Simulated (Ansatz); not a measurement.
A structure relaxed at PBE/def2-TZVP in Ansatz, charge 1, singlet:

```xyz
3

Na   -1.4544   -0.4521   -1.3613
Na    1.7869   -0.4876   -0.8612
K    -0.3326    0.9397    2.2225
```

(1) Give its formula and point group.

(2) Summarise the bond lengths by kind (pairs closer than 1.2 times the sum of covalent radii, bridged metal pairs left out).

## Answers

(1) KNa₂⁺ (the lowest singlet isomer of a short search). Point group C2v (tolerance 0.1 Å).

(2) 2 × K–Na 4.00 Å; 1 × Na–Na 3.28 Å.

The structure comes from a short search, and lower isomers may exist.
